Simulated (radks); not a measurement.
Excited configurations of neutral xenon: one electron is placed in a higher orbital outside [Kr] 4d10 5s2 5p5. The ground configuration is [Xe]. Calculated with a radial shooting solver on a logarithmic mesh with Libxc functionals: scalar-relativistic Kohn-Sham, LDA (Slater exchange, Perdew-Wang correlation), spin-unpolarised, spherical densities, finite nucleus; Fermi nuclear charge, rms radius 4.7859 fm. Excitation = E - E(ground); binding = E(ion) - E, where the ion is the core of charge +1; n* = 1/sqrt(2 binding) in atomic units, and the quantum defect is n - n*.

outer orbital  excitation (eV)  binding (eV)     n*  quantum defect  eigenvalue (eV)
4f                      11.782         0.914  3.859           0.141           -0.439
5d                      10.472         2.225  2.473           2.527           -0.639
5f                      12.064         0.632  4.640           0.360           -0.369
6p                      10.233         2.464  2.350           3.650           -1.300
6d                      11.408         1.288  3.250           2.750           -0.685
6f                      12.238         0.458  5.451           0.549           -0.289
7s                      10.953         1.743  2.794           4.206           -1.059
7p                      11.389         1.307  3.226           3.774           -0.779
7d                      11.888         0.808  4.103           2.897           -0.490
7f                      12.350         0.346  6.272           0.728           -0.228

The Delta-SCF ionisation energy is 12.696 eV (NIST Atomic Spectra Database: 12.130 eV, measured). Self-interaction in the functional shifts the binding energies and quantum defects, so they are the method's values and not measured ones. Spin polarisation and multiplet splitting are left out, so open shells lie too high by an amount that depends on their filling. Spin-orbit splitting is averaged out at the scalar-relativistic level.

Beside tabulated values, note that spin-unpolarised runs miss the spin-polarisation part of the exchange energy of open shells.
